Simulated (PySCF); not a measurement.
Dipole moment and polarisability of `O=[P@@H]1CCC=C1F`

C4H6FOP.
Cartesian coordinates in Å at the GFN2-xTB level; atoms count from 1:
```xyz
13
C4H6FOP angstrom
O      2.5460    0.4407   -0.9664
P      1.4478    0.2918   -0.0160
C      0.3348   -1.1567   -0.1844
C     -1.0720   -0.6769    0.1937
C     -1.1387    0.8085    0.0060
C      0.0277    1.4294   -0.1005
F      0.1808    2.7482   -0.2502
H      1.8437    0.3413    1.3220
H      0.6591   -2.0144    0.4031
H      0.3825   -1.4373   -1.2411
H     -1.2882   -0.9105    1.2402
H     -1.8343   -1.1724   -0.4108
H     -2.0935    1.3089   -0.0134
```

Level: wB97X-D/def2-SVPD (PySCF), static field, nuclei fixed, core orbitals frozen in the response. The polarisability tensor in these axes (au):

```
x   80.44  4.50 -3.43
y    4.50 69.53 -1.29
z   -3.43 -1.29 56.31
```

**Question.** What are the eigenvalues, a third of the trace, and Δα (Δα² = ½Σ(αi − αj)² over the three pairs)?

**Answer.** Principal values 55.80, 67.92 and 82.56 au; mean 68.76 au = 10.19 Å³ = 11.34 × 10⁻⁴⁰ C²·m²/J; Δα = 23.21 au (34 % of the mean).

**Question.** What is the dipole moment, and where does it point?

**Answer.** (-4.16, -2.52, 2.51) D, 5.47 D in size, pointing from the negative to the positive side. Measured along this direction, the outermost atoms are O1 at the negative end and H11 at the positive end.

**Question.** Rayleigh depolarisation ratio (linearly polarised light, static tensor)?

**Answer.** ρ = 3Δα²/(45ᾱ² + 4Δα²) = 1615.9/(212765 + 2154.5) = 0.00752.

**Question.** How large is μ²/3kT at 250 K beside α?

**Answer.** In Gaussian units μ²/3kT = 288.97 Å³ against 10.19 Å³, a ratio of 28.36; the Debye molar polarisation (4π/3)N_A(α + μ²/3kT) is 754.6 cm³/mol, leaving out the vibrational part.

**Question.** In TDDFT the mean static polarisability is Σ f/ω² over all singlet excitations (ω in hartree). How much of it do the 8 lowest give? Their energies (eV) and oscillator strengths: 6.27, 0.0228; 6.55, 0.0139; 6.90, 0.1783; 7.30, 0.0032; 7.61, 0.0186; 7.66, 0.0030; 7.68, 0.0183; 8.19, 0.0427.

**Answer.** They add up to 4.46 au, 6.5 % of the 68.76 au; the largest single term is 2.77 au, from the state at 6.90 eV. Terms in order: 0.43, 0.24, 2.77, 0.05, 0.24, 0.04, 0.23, 0.47 au. Higher excitations give the rest. The strengths listed sum to 0.301.

**Question.** Directions of the eigenvectors, and the extent of the frame along each?

**Answer.** Largest value along (0.93, 0.34, -0.14), where the nuclei span 4.70 Å; middle along (-0.34, 0.94, 0.00), 4.65 Å; least along (0.13, 0.05, 0.99), 2.82 Å. 

Isolated species at its GFN2-xTB geometry (one conformer only).
